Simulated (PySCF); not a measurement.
Compound: C7H13FO2.
Cartesian coordinates in Å at the PBE0-D3(BJ)/def2-SVP level; atoms count from 1:
```
atom  x, y, z in Å
C1     2.5144   -0.0052   -0.7280
C2     1.7897    0.9863    0.1539
O3     0.7609    0.3587    0.9240
C4    -0.4254    0.2249    0.2897
O5    -1.0842    1.3803    0.0530
C6    -1.1512    2.2987    1.1233
C7    -0.9300   -0.9631   -0.0914
C8    -2.2741   -1.0947   -0.7342
C9    -0.1058   -2.1963    0.0365
F10    0.3305   -2.6209   -1.2131
H11    3.2610    0.5133   -1.3487
H12    3.0371   -0.7610   -0.1231
H13    1.8145   -0.5310   -1.3943
H14    2.4723    1.4425    0.8865
H15    1.3485    1.7997   -0.4473
H16   -1.7612    3.1414    0.7744
H17   -0.1558    2.6691    1.4151
H18   -1.6308    1.8449    2.0071
H19   -2.7877   -0.1277   -0.7976
H20   -2.1678   -1.4989   -1.7544
H21   -2.9131   -1.8006   -0.1765
H22    0.7742   -2.0248    0.6718
H23   -0.7036   -3.0206    0.4632
```

Computed with TDDFT PBE0/def2-SVPD, vertical, gas phase, core orbitals frozen in the response in PySCF.

Excitation energies and transition dipoles (atomic units, axes of the coordinates) of those of the lowest 10 singlets that add 0.02 au or more to the mean polarisability:

```tsv
state	ΔE (hartree)	μx	μy	μz
S1	0.2218	-0.005	-0.384	-0.179
S2	0.2347	0.526	1.375	0.374
S3	0.2471	-0.025	-0.238	-0.174
S4	0.2513	-0.012	0.193	0.013
S5	0.2558	-0.049	-0.224	-0.149
S6	0.2689	-0.149	0.206	0.112
S7	0.2720	0.276	0.082	0.174
S8	0.2777	-0.285	-0.341	-0.063
S9	0.2829	0.355	0.072	-0.043
S10	0.2847	-0.070	-0.083	0.256
```

Task: What does each state add to αxx, αyy and αzz, and how do the sums compare with the full static tensor?

Result: Each state adds 2 μα² / ΔE.

```
        state  αxx (au)  αyy (au)  αzz (au)
           S1      0.00      1.33      0.29
           S2      2.36     16.11      1.19
           S3      0.01      0.46      0.25
           S4      0.00      0.30      0.00
           S5      0.02      0.39      0.17
           S6      0.17      0.32      0.09
           S7      0.56      0.05      0.22
           S8      0.59      0.84      0.03
           S9      0.89      0.04      0.01
          S10      0.03      0.05      0.46
all 10 states       4.6      19.9       2.7
full response     102.4     111.2      80.7
    share (%)         5        18         3
```

The rest comes from the higher roots of the same response equations.

Task: Give the full tensor and its principal values.

Result: In au, rows and columns x, y, z:
```
x   102.4   5.8   0.8
y     5.8 111.2  10.7
z     0.8  10.7  80.7
```
Principal values 77.3, 100.2 and 116.9 au; mean 98.1 au (14.54 Å³).

Task: By how much does the contribution of these states grow at 532 nm?

Result: With ω = 0.0856 hartree each state's term in the mean polarisability goes from f / ΔE² to f / (ΔE² − ω²), f = (2/3) ΔE |μ|²; the sum over all 10 states goes from 9.07 to 10.40 au, a rise of 1.32 au.

Hardware: an Arm Neoverse V2 with one thread, no GPU, shared host. Cost: 3.9 min wall, 1.4 GiB resident at most.

One conformer stands for the species.
